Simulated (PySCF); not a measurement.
Stretching CaO

Set-up: basis Ca def2-SVPD, O def2-SVPD; no relativity; PySCF 2.14. Energies in eV from Ca + O in their ground configurations at the same level. State: ¹Σ⁺ (singlet), closed shell.

All columns are PBE0. A positive dipole means Ca(−)O(+).

| R (Å) | E (eV) | μ (D) | Mulliken charge on Ca (basis-dependent) | HOMO (eV) | LUMO (eV) | Mayer bond order | ⟨S²⟩ |
| --- | --- | --- | --- | --- | --- | --- | --- |
| 1.565 | -3.031 | -7.04 | 1.06 | -4.79 | -1.31 | 1.72 | 0.00 |
| 1.638 | -3.709 | -7.79 | 1.12 | -4.81 | -1.50 | 1.62 | 0.00 |
| 1.711 | -4.095 | -8.43 | 1.15 | -4.82 | -1.68 | 1.54 | 0.00 |
| 1.765 | -4.236 | -8.84 | 1.16 | -4.83 | -1.81 | 1.51 | 0.00 |
| 1.820 | -4.276 | -9.20 | 1.16 | -4.83 | -1.93 | 1.48 | 0.00 |
| 1.875 | -4.238 | -9.51 | 1.16 | -4.85 | -2.05 | 1.48 | 0.00 |
| 1.947 | -4.092 | -9.85 | 1.14 | -4.79 | -2.19 | 1.48 | 0.00 |
| 2.038 | -3.805 | -10.18 | 1.10 | -4.67 | -2.37 | 1.51 | 0.00 |
| 2.148 | -3.365 | -10.45 | 1.05 | -4.60 | -2.55 | 1.54 | 0.00 |
| 2.293 | -2.711 | -10.63 | 0.99 | -4.59 | -2.78 | 1.57 | 0.00 |

A fit through these points gives, at Re = 1.819 Å, μ = -9.19 D and dμ/dR = -6.10 D/Å; the reduced mass is 11.42 u.

Q: How strong is the fundamental in the double-harmonic approximation, I = 42.26·(dμ/dR)²/μred km/mol?

A: I = 42.26·(-6.10)²/11.42 = 138 km/mol at PBE0.
